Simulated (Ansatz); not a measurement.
Reaction (ligand exchange at the Si–S bond): `N[SiH](S)Cl` + HBr → `N[SiH](Cl)Br` + H₂S

Program: Ansatz. Geometries: PBE0-D4/def2-TZVP. ΔE: electronic, gas phase. CBS: MP2 limit from def2 TZ/QZ plus the TZ coupled-cluster correction, frozen cores. This one scheme is used for every species. Functionals use def2-TZVPP. B3LYP here is the variant with VWN-RPA as its local correlation; programs differ in this. For Br outer-core shells are correlated without core-valence functions, which leaves a few kJ/mol of doubt a bond. Scalar relativity is left out up to krypton. One conformer a species, not always the lowest.

Problem. Is it downhill or uphill in electronic energy at CCSD(T)/CBS, and by how much? (Best estimate.)

Solution. Ansatz gave: Downhill: ΔE = -32.4 kJ/mol.

Problem. What do these levels give: B3LYP-D4, r2SCAN0-D4, revPBE, CAM-B3LYP, RPA@PBE/def2-TZVPP, CCSD/CBS(def2)? (Best estimate.)

Solution. Ansatz gave: B3LYP-D4 -30.3, r2SCAN0-D4 -31.3, revPBE -28.8, CAM-B3LYP -31.2, RPA@PBE/def2-TZVPP -30.0, CCSD/CBS(def2) -33.8 kJ/mol.

Problem. What do rigid-rotor, harmonic-oscillator terms from PBE0-D4/def2-TZVP frequencies (298.15 K, 1 bar) make of the CCSD(T)/CBS value? (An estimate is asked.)

Solution. The calculation gave: ΔZPE = +0.6 kJ/mol, ΔH = -31.5 kJ/mol, ΔS = 12 J/(mol·K), ΔG = -35.1 kJ/mol.

Largest T1 diagnostic among the species: 0.010.

At CCSD(T), def2-SVP lies +3.3 kJ/mol from the extrapolated value and def2-TZVPP +2.3 kJ/mol. In def2-TZVPP, CCSD(T) changes the Hartree–Fock value by +8.7 kJ/mol (the triples alone add +1.5 kJ/mol) and MP2 by +7.2 kJ/mol.
